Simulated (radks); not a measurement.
Values are calculated unless marked as measured or tabulated.
The silver ion Ag4+, configuration [Kr] 4d5 5p2 (not the ground configuration). Level of theory: Dirac Kohn-Sham, LDA (Slater exchange, Perdew-Wang correlation), spin-unpolarised, spherical densities, point nucleus; open shells fill j = l - 1/2 first (a radial shooting solver on a logarithmic mesh with Libxc functionals).

Unscreened Slater integrals over Kohn-Sham orbitals (cm^-1). Large and small components are both included. Empty in this configuration: 5p3/2.

F0(5p1/2,5p1/2): 85616
F0(5p1/2,4d5/2): 104290
G3(5p1/2,4d5/2): 11581
F0(5p1/2,4d3/2): 104430
G1(5p1/2,4d3/2): 12306
F0(5p1/2,4p3/2): 106850
G2(5p1/2,4p3/2): 8047.7
F0(5p1/2,5p3/2): 84661
G2(5p1/2,5p3/2): 46053
F0(4d5/2,4d5/2): 172510
F2(4d5/2,4d5/2): 87797
F4(4d5/2,4d5/2): 58248
F0(4d5/2,4d3/2): 173260
F2(4d5/2,4d3/2): 88154
G2(4d5/2,4d3/2): 88099
G4(4d5/2,4d3/2): 58451
F0(4d5/2,4p3/2): 186170
F2(4d5/2,4p3/2): 94469
G1(4d5/2,4p3/2): 119900
G3(4d5/2,4p3/2): 74149
F0(4d5/2,5p3/2): 102350
F2(4d5/2,5p3/2): 33130
G1(4d5/2,5p3/2): 11488
G3(4d5/2,5p3/2): 10765
F0(4d3/2,4d3/2): 174020
F2(4d3/2,4d3/2): 88529
F0(4d3/2,4p3/2): 187130
F2(4d3/2,4p3/2): 95128
G1(4d3/2,4p3/2): 120870
G3(4d3/2,4p3/2): 74781
F0(4d3/2,5p3/2): 102490
F2(4d3/2,5p3/2): 32889
G1(4d3/2,5p3/2): 11229
G3(4d3/2,5p3/2): 10577
F0(4p3/2,4p3/2): 203850
F2(4p3/2,4p3/2): 107220
F0(4p3/2,5p3/2): 104820
F2(4p3/2,5p3/2): 28588
G0(4p3/2,5p3/2): 6076.3
G2(4p3/2,5p3/2): 7923.4
F0(5p3/2,5p3/2): 83750
F2(5p3/2,5p3/2): 45679
